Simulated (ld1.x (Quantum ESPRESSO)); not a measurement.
**Varying the RRKJ potential for beryllium (Be)**

Base potential:

| Item | Value |
| --- | --- |
| Element | beryllium (Be) |
| Generator | ld1.x (Quantum ESPRESSO) 7.5 |
| Type | norm-conserving RRKJ (Kleinman–Bylander form) |
| Functional | PW91 |
| Relativity | scalar-relativistic |
| Frozen core | [He] |
| Valence charge | 2 |
| Reference configuration | 2s1 2p0 (charge +1) |
| Partial waves | 2p (bound, empty): rc 2.60 bohr; 3d channel at 0.25 Ry: rc 2.75 bohr; 2s (bound): rc 1.60 bohr |
| Local potential | the s channel |
| Core correction | none |
| rho0 | 0.02 |

All-electron outer shells of the reference configuration (PW91, scalar-relativistic, ld1.x):

```tsv
shell	level (eV)	outermost node (bohr)	outermost maximum (bohr)
2s	-13.73	0.59	1.89
2p	-9.80	–	1.89
```

Cutoffs, loose and tight: the cutoffs (Ry, on a coarse ladder) from which the occupation-weighted sum of valence levels, in a spherical-Bessel basis at the reference potential, stays within 10 and 1 mRy of its value at 400 Ry. They do not see the model core or the augmentation charge, which bear on the density cutoff. Test errors are all-electron minus pseudo excitation energies from the reference, over the configurations 2s2 2p0; 2s1.5 2p0; 2s1 2p1; 2s0 2p2; 2s0 2p1. A dash means not determined; rows that change the core or the reference have their own tests.

| change | outcome | cutoff, loose | cutoff, tight | bound ghosts | largest test error (meV) |
| --- | --- | --- | --- | --- | --- |
| base | generated | 10 Ry | 18 Ry | none | +52 |
| core correction a·sin(br)/r model core inside 0.88 bohr | generated | 10 Ry | 18 Ry | none | +26 |
| core correction a·sin(br)/r model core inside 1.14 bohr | generated | 10 Ry | 18 Ry | none | +34 |
| core correction a·sin(br)/r model core inside 1.32 bohr | generated | 10 Ry | 18 Ry | none | +37 |
| core correction a·sin(br)/r model core inside 1.64 bohr | generated | 10 Ry | 18 Ry | none | +49 |
| core correction a·sin(br)/r model core inside 1.86 bohr | generated | 10 Ry | 18 Ry | none | +51 |
